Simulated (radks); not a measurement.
Values are calculated unless marked as measured or tabulated.
The nuclear charge of neutral nitrogen is varied continuously with 7 electrons held in [He] 2s2 2p3. Level of theory: Dirac Kohn-Sham, PBE, spin-unpolarised, spherical densities, finite nucleus; open shells fill j = l - 1/2 first; Fermi nuclear charge, rms radius 2.5582 fm (a radial shooting solver on a logarithmic mesh with Libxc functionals). By the Hellmann-Feynman theorem dE/dZ = E(electron-nucleus)/Z, the electronic potential at the nucleus (averaged over a nucleus of fixed radius).

Z    E (hartree)  E(electron-nucleus)/Z (hartree)   HOMO  e(HOMO) (eV)  <r> HOMO (bohr)
6.8    -50.85903                         -17.6438  2p3/2        -4.522            1.602
7      -54.45374                         -18.3031  2p3/2        -7.079            1.485
7.2    -58.18016                         -18.9610  2p3/2        -9.951            1.387
7.4    -62.03809                         -19.6181  2p3/2       -13.129            1.304
7.6    -66.02738                         -20.2746  2p3/2       -16.604            1.231
7.8    -70.14792                         -20.9307  2p3/2       -20.371            1.167
8      -74.39963                         -21.5864  2p3/2       -24.426            1.110

The central difference of E at Z = 7 is -18.303 hartree, to compare with the third column; the second derivative is -3.29 hartree.
